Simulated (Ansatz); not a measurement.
BN (SMILES [B]=[N]), triplet, at a GFN2-xTB geometry. Base run: HF/def2-SV(P) (Ansatz, a program for electronic structure).

Ansatz was given this input:
Ansatz 0.2 input:
```yaml
crystal:
  periodic: [false, false, false]
  atoms:
    - {symbol: B, position_ang: [-0.00000000, -0.00000000, -0.73991806]}
    - {symbol: N, position_ang: [0.00000000, 0.00000000, 0.52851290]}
basis:
  gaussian:
    orbitals: def2-SV_P_.json
hamiltonian:
  xc: hf
magnetization: {spin_polarized: true, initial_magnetization: 2}
```
The basis file holds def2-SV(P) in the JSON format of the Basis Set Exchange.

Variants of this job, named by their change:

```
change                                  E (Eh)  SCF-reference <S^2>
-----------------------------------  ---------  -------------------
base                                 -78.92373                2.035
functional = b3lyp; dispersion = d4  -79.34952                2.002
functional = blyp; dispersion = d4   -79.33103                2.002
functional = wB97X                   -79.31752                2.005
functional = B97M-V                  -79.34374                2.005
functional = B2PLYP                  -79.26658                2.005
functional = B2GP-PLYP               -79.24382                2.007
functional = SVWN5                   -78.60665                2.002
functional = PBE-QIDH                -79.20957                2.012
functional = hse06                   -79.24040                2.004
functional = wB97M-V                 -79.31700                2.002
functional = b3lyp5                  -79.30468                2.002
functional = PBE0-DH                 -79.23616                2.007
```

Total energies compare only within one method and basis.
